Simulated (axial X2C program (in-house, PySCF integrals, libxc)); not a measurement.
# Outer orbitals of PtB at 1.758 Å, HF

Computed with an axial X2C code built on PySCF integrals. Spin-free means the one-electron spin-free X2C Hamiltonian; two-component (2c) means X2C with spin–orbit coupling and atomic mean-field two-electron Coulomb and Gaunt terms, so the difference of the two also holds small scalar two-electron terms. Basis: Pt dyall-cv3z [13s14p9d6f4g], B dyall-v3z [7s6p2d1f] (cores contracted in-house); Gaussian nuclei, density fitting, unrestricted open shells. Masses: Pt 194.965 u, B 11.009 u.

The distance is close to the 2c PBE0 minimum; the highest filled and lowest empty levels are listed.

Spin-free orbitals, state M_S = 1/2, Λ = 0 (beyond evenly filled blocks: σα) (Löwdin shares):

```tsv
symmetry	occupied	ε (eV)	atomic character
σα	yes	-16.81	43% B s, 36% Pt d, 10% Pt s
σβ	yes	-16.34	49% Pt d, 31% B s, 8% Pt s
π+α	yes	-11.78	83% Pt d, 13% B p, 3% B d
π-α	yes	-11.78	83% Pt d, 13% B p, 3% B d
π+β	yes	-11.61	82% Pt d, 13% B p, 3% B d
π-β	yes	-11.61	82% Pt d, 13% B p, 3% B d
σα	yes	-11.60	36% Pt d, 33% B p, 21% B s
δ-α	yes	-10.98	99% Pt d
δ+α	yes	-10.98	99% Pt d
δ-β	yes	-10.82	99% Pt d
δ+β	yes	-10.82	99% Pt d
σβ	yes	-9.53	40% Pt d, 27% B s, 18% Pt s
σα	yes	-7.86	43% Pt s, 38% B p, 12% Pt d
σβ	no	-0.02	37% Pt p, 35% Pt s, 24% B p
π+α	no	0.62	68% Pt p, 27% B p, 4% Pt d
π-α	no	0.62	68% Pt p, 27% B p, 4% Pt d
σα	no	0.90	61% Pt p, 20% Pt s, 11% B p
```

Spinors with spin–orbit coupling (state Ω = 1/2):

```csv
ω,occupied,ε (eV),atomic character,λ mixture
1/2,yes,-16.90,"42% B s, 37% Pt d, 10% Pt s","99% σ, 1% π"
-1/2,yes,-16.41,"51% Pt d, 29% B s, 8% Pt s","98% σ, 2% π"
1/2,yes,-12.42,"68% Pt d, 15% B p, 9% B s","66% π, 34% σ"
3/2,yes,-12.21,"92% Pt d, 6% B p","51% δ, 49% π"
-3/2,yes,-12.17,"93% Pt d, 5% B p","60% δ, 40% π"
-1/2,yes,-12.14,"80% Pt d, 10% B p, 3% B s","93% π, 7% σ"
1/2,yes,-11.24,"51% Pt d, 29% B p, 12% B s","67% σ, 33% π"
-3/2,yes,-10.89,"87% Pt d, 9% B p","60% π, 40% δ"
3/2,yes,-10.80,"88% Pt d, 9% B p","51% π, 49% δ"
5/2,yes,-10.43,99% Pt d,100% δ
-5/2,yes,-10.27,99% Pt d,100% δ
-1/2,yes,-9.45,"41% Pt d, 25% B s, 16% Pt s","94% σ, 6% π"
1/2,yes,-7.90,"43% Pt s, 38% B p, 13% Pt d",100% σ
-1/2,no,-0.02,"38% Pt p, 36% Pt s, 23% B p","99% σ, 1% π"
-1/2,no,0.54,"67% Pt p, 28% B p, 4% Pt d","98% π, 2% σ"
3/2,no,0.70,"70% Pt p, 25% B p, 4% Pt d",100% π
1/2,no,0.76,"63% Pt p, 20% B p, 11% Pt s","52% σ, 48% π"
```

(1) How does the gap between the highest filled and lowest empty level change from the spin-free to the 2c table?

Mulliken charges and populations of the two-component result (they depend on the basis, above all on diffuse functions):

Pt -0.22 e (s 11.03 p 24.13 d 29.04 f 14.01), B 0.22 e (s 3.46 p 1.21 d 0.08 f 0.02). ⟨Lz⟩ = -0.02 ħ and ⟨Sz⟩ = 0.52 ħ (0.22 and 0.30 on the two atoms), which add up to Ω.

The state is a single determinant with fixed occupations, the lowest that a limited PBE0 search found. The determinant is spin-polarised beyond a pure state at some levels (its spin-free form has ⟨S²⟩ too high), which makes Re and μ there less reliable.

Answers

(1) From 7.84 to 7.88 eV at HF, a change of 0.04 eV.
